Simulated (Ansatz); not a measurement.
Molecule: diphosphane, P2H4, charge 0, multiplicity 1. 
Geometry from a B3LYP-D3(BJ)/def2-TZVP (Ansatz, a quantum-chemistry and plane-wave program) optimisation:
SMILES: PP
```xyz
6

P     -1.0203    -0.4713    -0.0535
P      1.0203     0.4711     0.0549
H     -1.5176     0.2567     1.0604
H     -1.5148     0.4895    -0.9757
H      1.5219    -0.4987     0.9637
H      1.5105    -0.2449    -1.0699
```

Atomisation energy built up term by term with Ansatz (kcal/mol; UHF references for open shells; valence terms freeze the core; atomic spin-orbit terms are left out). CBS(X,Y): correlation extrapolated as X^-3; Hartree-Fock from the larger set.

| term | basis | kcal/mol |
|---|---|---|
| Hartree-Fock | cc-pV(Q+d)Z | 250.36 |
| CCSD correlation | CBS(cc-pV(T+d)Z,cc-pV(Q+d)Z) | 114.30 |
| (T) | CBS(cc-pV(T+d)Z,cc-pV(Q+d)Z) | 5.63 |
| core correlation | cc-pwCVTZ | 0.78 |
| scalar relativity (X2C) | cc-pVTZ-DK against cc-pVTZ | -0.79 |
| sum: De |  | 370.3 |

(T) makes 1.5 % of the CCSD(T) atomisation energy; under 5 % is typical of single-reference molecules.
